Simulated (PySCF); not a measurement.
3-fluoropenta-1,2,4-triene (C₅H₅F), SMILES C=C=C(F)C=C.

Geometry optimised at PBE0-D3(BJ)/def2-SVP. Other conformers were not sampled.

The numbers are results of PySCF with PBE0-D3(BJ)/def2-SVP, not measurements.

No scaling factor is applied to the harmonic values.

Computed normal modes with their intensities:
```json
[
 {"mode": "1", "ν (cm⁻¹)": "130", "IR (km/mol)": "0.6", "Raman (Å⁴/amu)": "2.5", "depolarisation": "0.75", "moving atoms (share of kinetic energy)": "C 64 %, H 36 %"},
 {"mode": "2", "ν (cm⁻¹)": "154", "IR (km/mol)": "1.1", "Raman (Å⁴/amu)": "5.0", "depolarisation": "0.69", "moving atoms (share of kinetic energy)": "C 65 %, H 21 %, F 13 %"},
 {"mode": "3", "ν (cm⁻¹)": "264", "IR (km/mol)": "4.0", "Raman (Å⁴/amu)": "1.2", "depolarisation": "0.75", "moving atoms (share of kinetic energy)": "C 62 %, H 31 %"},
 {"mode": "4", "ν (cm⁻¹)": "283", "IR (km/mol)": "0.1", "Raman (Å⁴/amu)": "6.0", "depolarisation": "0.63", "moving atoms (share of kinetic energy)": "F 45 %, C 40 %, H 16 %"},
 {"mode": "5", "ν (cm⁻¹)": "454", "IR (km/mol)": "0.1", "Raman (Å⁴/amu)": "7.4", "depolarisation": "0.75", "moving atoms (share of kinetic energy)": "H 56 %, C 41 %"},
 {"mode": "6", "ν (cm⁻¹)": "525", "IR (km/mol)": "1.3", "Raman (Å⁴/amu)": "14.0", "depolarisation": "0.35", "moving atoms (share of kinetic energy)": "C 72 %, H 20 %, F 8 %"},
 {"mode": "7", "ν (cm⁻¹)": "608", "IR (km/mol)": "22.3", "Raman (Å⁴/amu)": "2.2", "depolarisation": "0.68", "moving atoms (share of kinetic energy)": "C 76 %, F 16 %"},
 {"mode": "8", "ν (cm⁻¹)": "636", "IR (km/mol)": "1.2", "Raman (Å⁴/amu)": "4.8", "depolarisation": "0.75", "moving atoms (share of kinetic energy)": "H 82 %, C 13 %"},
 {"mode": "9", "ν (cm⁻¹)": "739", "IR (km/mol)": "9.9", "Raman (Å⁴/amu)": "11.7", "depolarisation": "0.75", "moving atoms (share of kinetic energy)": "C 60 %, H 39 %"},
 {"mode": "10", "ν (cm⁻¹)": "785", "IR (km/mol)": "7.4", "Raman (Å⁴/amu)": "4.1", "depolarisation": "0.19", "moving atoms (share of kinetic energy)": "C 43 %, F 33 %, H 24 %"},
 {"mode": "11", "ν (cm⁻¹)": "924", "IR (km/mol)": "37.6", "Raman (Å⁴/amu)": "0.1", "depolarisation": "0.74", "moving atoms (share of kinetic energy)": "H 73 %, C 27 %"},
 {"mode": "12", "ν (cm⁻¹)": "943", "IR (km/mol)": "41.2", "Raman (Å⁴/amu)": "5.8", "depolarisation": "0.75", "moving atoms (share of kinetic energy)": "H 72 %, C 28 %"},
 {"mode": "13", "ν (cm⁻¹)": "993", "IR (km/mol)": "0.0", "Raman (Å⁴/amu)": "1.2", "depolarisation": "0.75", "moving atoms (share of kinetic energy)": "H 67 %, C 33 %"},
 {"mode": "14", "ν (cm⁻¹)": "1021", "IR (km/mol)": "13.3", "Raman (Å⁴/amu)": "1.4", "depolarisation": "0.75", "moving atoms (share of kinetic energy)": "H 90 %, C 10 %"},
 {"mode": "15", "ν (cm⁻¹)": "1033", "IR (km/mol)": "27.6", "Raman (Å⁴/amu)": "5.6", "depolarisation": "0.71", "moving atoms (share of kinetic energy)": "H 61 %, C 28 %, F 11 %"},
 {"mode": "16", "ν (cm⁻¹)": "1248", "IR (km/mol)": "6.9", "Raman (Å⁴/amu)": "117.2", "depolarisation": "0.33", "moving atoms (share of kinetic energy)": "H 57 %, C 43 %"},
 {"mode": "17", "ν (cm⁻¹)": "1308", "IR (km/mol)": "72.7", "Raman (Å⁴/amu)": "2.7", "depolarisation": "0.73", "moving atoms (share of kinetic energy)": "C 60 %, H 36 %"},
 {"mode": "18", "ν (cm⁻¹)": "1324", "IR (km/mol)": "70.4", "Raman (Å⁴/amu)": "4.6", "depolarisation": "0.48", "moving atoms (share of kinetic energy)": "H 53 %, C 40 %"},
 {"mode": "19", "ν (cm⁻¹)": "1424", "IR (km/mol)": "13.3", "Raman (Å⁴/amu)": "104.3", "depolarisation": "0.41", "moving atoms (share of kinetic energy)": "H 73 %, C 26 %"},
 {"mode": "20", "ν (cm⁻¹)": "1477", "IR (km/mol)": "34.0", "Raman (Å⁴/amu)": "6.8", "depolarisation": "0.35", "moving atoms (share of kinetic energy)": "C 52 %, H 48 %"},
 {"mode": "21", "ν (cm⁻¹)": "1718", "IR (km/mol)": "5.2", "Raman (Å⁴/amu)": "289.4", "depolarisation": "0.27", "moving atoms (share of kinetic energy)": "C 88 %, H 12 %"},
 {"mode": "22", "ν (cm⁻¹)": "2095", "IR (km/mol)": "4.9", "Raman (Å⁴/amu)": "152.9", "depolarisation": "0.36", "moving atoms (share of kinetic energy)": "C 99 %"},
 {"mode": "23", "ν (cm⁻¹)": "3126", "IR (km/mol)": "7.0", "Raman (Å⁴/amu)": "436.9", "depolarisation": "0.16", "moving atoms (share of kinetic energy)": "H 95 %"},
 {"mode": "24", "ν (cm⁻¹)": "3181", "IR (km/mol)": "0.1", "Raman (Å⁴/amu)": "87.9", "depolarisation": "0.11", "moving atoms (share of kinetic energy)": "H 95 %"},
 {"mode": "25", "ν (cm⁻¹)": "3213", "IR (km/mol)": "0.9", "Raman (Å⁴/amu)": "75.9", "depolarisation": "0.25", "moving atoms (share of kinetic energy)": "H 91 %, C 9 %"},
 {"mode": "26", "ν (cm⁻¹)": "3214", "IR (km/mol)": "0.1", "Raman (Å⁴/amu)": "202.8", "depolarisation": "0.75", "moving atoms (share of kinetic energy)": "H 89 %, C 11 %"},
 {"mode": "27", "ν (cm⁻¹)": "3289", "IR (km/mol)": "0.7", "Raman (Å⁴/amu)": "93.3", "depolarisation": "0.69", "moving atoms (share of kinetic energy)": "H 89 %, C 11 %"}
]
```
